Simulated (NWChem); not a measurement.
The numbers come from NWChem runs, not from measurements. System: C₅H₆, charge 0, spin multiplicity 1, displaced from the optimised geometry. Level: BLYP/def2-SVP.

Job file:

```
start mol
memory heap 200 mb stack 900 mb global 1100 mb
geometry units angstroms nocenter noautoz
  C     -0.746434     0.000000    -1.010447
  C     -1.198986     0.000000     0.290676
  C      0.000000     0.000000     1.233901
  C      1.198986     0.000000     0.290676
  C      0.746434     0.000000    -1.010447
  H     -1.380561     0.000000    -1.925782
  H     -2.260084     0.000000     0.625694
  H      0.000000    -0.898489     1.917008
  H      0.000000     0.898489     1.917008
  H      2.260084     0.000000     0.625694
  H      1.380561     0.000000    -1.925782
  symmetry group C2v
end
basis spherical
  * library def2-svp
end
dft
  xc becke88 lyp
  iterations 100
  direct
end
task dft gradient
```

NWChem printed:

```
             Northwest Computational Chemistry Package (NWChem) 7.3.0
             --------------------------------------------------------

                                NWChem Input Module
                                -------------------

 Scaling coordinates for geometry "geometry" by  1.889725989
 (inverse scale =  0.529177249)

 Turning off AUTOSYM since
 SYMMETRY directive was detected!

                             Geometry "geometry" -> ""
                             -------------------------

 Output coordinates in angstroms (scale by  1.889725989 to convert to a.u.)

  No.       Tag          Charge          X              Y              Z
 ---- ---------------- ---------- -------------- -------------- --------------
    1 C                    6.0000    -0.74643400     0.00000000    -1.01044700
    2 C                    6.0000    -1.19898600     0.00000000     0.29067600
    3 C                    6.0000     0.00000000     0.00000000     1.23390100
    4 C                    6.0000     1.19898600     0.00000000     0.29067600
    5 C                    6.0000     0.74643400     0.00000000    -1.01044700
    6 H                    1.0000    -1.38056100     0.00000000    -1.92578200
    7 H                    1.0000    -2.26008400     0.00000000     0.62569400
    8 H                    1.0000     0.00000000    -0.89848900     1.91700800
    9 H                    1.0000     0.00000000     0.89848900     1.91700800
   10 H                    1.0000     2.26008400     0.00000000     0.62569400
   11 H                    1.0000     1.38056100     0.00000000    -1.92578200

 Effective nuclear repulsion energy (a.u.)     153.5945839189

            Nuclear Dipole moment (a.u.)
            ----------------------------
        X                 Y               Z
 ---------------- ---------------- ----------------
     0.0000000000     0.0000000000    -0.0000113384

      Symmetry information
      --------------------

 Group name             C2v
 Group number             16
 Group order               4
 No. of unique centers     6

      Symmetry unique atoms

     1    2    3    6    7    8


 Summary of "ao basis" -> "" (spherical)
 ------------------------------------------------------------------------------
       Tag                 Description            Shells   Functions and Types
 ---------------- ------------------------------  ------  ---------------------
 *                          def2-svp                  on all atoms

                                 NWChem DFT Module
                                 -----------------

 Summary of "ao basis" -> "ao basis" (spherical)
 ------------------------------------------------------------------------------
       Tag                 Description            Shells   Functions and Types
 ---------------- ------------------------------  ------  ---------------------
 C                          def2-svp                 6       14   3s2p1d
 H                          def2-svp                 3        5   2s1p

 Summary of "ao basis" -> "ao basis" (spherical)
 ------------------------------------------------------------------------------
       Tag                 Description            Shells   Functions and Types
 ---------------- ------------------------------  ------  ---------------------
 C                          def2-svp                 6       14   3s2p1d
 H                          def2-svp                 3        5   2s1p

      Symmetry analysis of basis
      --------------------------
[...]
  ----- ------------  ---------------      ----- ------------  ---------------
     8      0.619353   1 C  py               64     -0.619353   5 C  py
    22     -0.420678   2 C  py               50      0.420678   4 C  py
     5      0.408401   1 C  py               61     -0.408401   5 C  py
    19     -0.257959   2 C  py               47      0.257959   4 C  py

 Vector   21  Occ=0.000000D+00  E= 4.691614D-02  Symmetry=a1
              MO Center=  6.4D-16,  9.1D-17,  5.8D-01, r^2= 8.4D+00
   Bfn.  Coefficient  Atom+Function         Bfn.  Coefficient  Atom+Function
  ----- ------------  ---------------      ----- ------------  ---------------
    31      1.781381   3 C  s                82     -0.906204   8 H  s
    87     -0.906204   9 H  s                77     -0.770689   7 H  s
    92     -0.770689  10 H  s                72     -0.653998   6 H  s
    97     -0.653998  11 H  s                 3      0.501777   1 C  s
    59      0.501777   5 C  s                21     -0.446715   2 C  px

 center of mass
 --------------
 x =   0.00000000 y =   0.00000000 z =  -0.03502656

 moments of inertia (a.u.)
 ------------------
         221.685680060520           0.000000000000           0.000000000000
           0.000000000000         437.320731890071           0.000000000000
           0.000000000000           0.000000000000         227.256715934898

     Multipole analysis of the density
     ---------------------------------

     L   x y z        total         alpha         beta         nuclear
     -   - - -        -----         -----         ----         -------
     0   0 0 0     -0.000000    -18.000000    -18.000000     36.000000

     1   1 0 0     -0.000000     -0.000000     -0.000000      0.000000
     1   0 1 0     -0.000000     -0.000000     -0.000000      0.000000
     1   0 0 1      0.204526      0.102269      0.102269     -0.000011

     2   2 0 0    -21.757461    -78.665799    -78.665799    135.574137
     2   1 1 0     -0.000000     -0.000000     -0.000000      0.000000
     2   1 0 1      0.000000      0.000000      0.000000      0.000000
     2   0 2 0    -24.337525    -15.051620    -15.051620      5.765715
     2   0 1 1     -0.000000     -0.000000     -0.000000      0.000000
     2   0 0 2    -20.565719    -78.045798    -78.045798    135.525876

            General Information
            -------------------
          SCF calculation type: DFT
          Wavefunction type:  closed shell.
          No. of atoms     :    11
          No. of electrons :    36
           Alpha electrons :    18
            Beta electrons :    18
          Charge           :     0
          Spin multiplicity:     1
          Use of symmetry is: on ; symmetry adaption is: on
          Maximum number of iterations: 100
          This is a Direct SCF calculation.
          AO basis - number of functions:   100
                     number of shells:    48
          Convergence on energy requested:  1.00D-06
          Convergence on density requested:  1.00D-05
          Convergence on gradient requested:  5.00D-04

              XC Information
              --------------
                    Becke 1988 Exchange Functional  1.000
              Lee-Yang-Parr Correlation Functional  1.000

             Grid Information
             ----------------
          Grid used for XC integration:  medium
          Radial quadrature: Mura-Knowles
          Angular quadrature: Lebedev.
          Tag              B.-S. Rad. Rad. Pts. Rad. Cut. Ang. Pts.
          ---              ---------- --------- --------- ---------
          C                   0.70       49          10.0       434
          H                   0.35       45          11.0       434
          Grid pruning is: on
          Number of quadrature shells:   282
          Spatial weights used:  Erf1

          Convergence Information
          -----------------------
          Convergence aids based upon iterative change in
          total energy or number of iterations.
          Levelshifting, if invoked, occurs when the
          HOMO/LUMO gap drops below (HL_TOL):  1.00D-02
          DIIS, if invoked, will attempt to extrapolate
          using up to (NFOCK): 10 stored Fock matrices.

                    Damping( 0%)  Levelshifting(0.5)       DIIS
                  --------------- ------------------- ---------------
          dE  on:    start            ASAP                start
          dE off:    2 iters        100 iters           100 iters

      Screening Tolerance Information
      -------------------------------
          Density screening/tol_rho:  1.00D-10
          AO Gaussian exp screening on grid/accAOfunc:  14
          CD Gaussian exp screening on grid/accCDfunc:  20
          XC Gaussian exp screening on grid/accXCfunc:  20
          Schwarz screening/accCoul:  1.00D-08

                            NWChem DFT Gradient Module
                            --------------------------

  charge          =   0.00
  wavefunction    = closed shell

  Using symmetry

                         DFT ENERGY GRADIENTS

    atom               coordinates                        gradient
                 x          y          z           x          y          z
   1 C      -1.410556   0.000000  -1.909468   -0.000805   0.000000  -0.005568
   2 C      -2.265755   0.000000   0.549298   -0.000401   0.000000   0.006437
   3 C       0.000000   0.000000   2.331735    0.000000   0.000000  -0.001083
   4 C       2.265755   0.000000   0.549298    0.000401   0.000000   0.006437
   5 C       1.410556   0.000000  -1.909468    0.000805   0.000000  -0.005568
   6 H      -2.608882   0.000000  -3.639200   -0.005533   0.000000  -0.007461
   7 H      -4.270939   0.000000   1.182390   -0.009059   0.000000   0.002623
   8 H       0.000000  -1.697898   3.622620    0.000000  -0.006415   0.004512
   9 H       0.000000   1.697898   3.622620    0.000000   0.006415   0.004512
  10 H       4.270939   0.000000   1.182390    0.009059  -0.000000   0.002623
  11 H       2.608882   0.000000  -3.639200    0.005533   0.000000  -0.007461

                 ----------------------------------------
                 |  Time  |  1-e(secs)   |  2-e(secs)   |
                 ----------------------------------------
                 |  CPU   |       0.01   |       1.48   |
                 ----------------------------------------
                 |  WALL  |       0.01   |       1.48   |
                 ----------------------------------------

 Task  times  cpu:        7.6s     wall:        7.6s

 Total times  cpu:        7.6s     wall:        7.6s
```
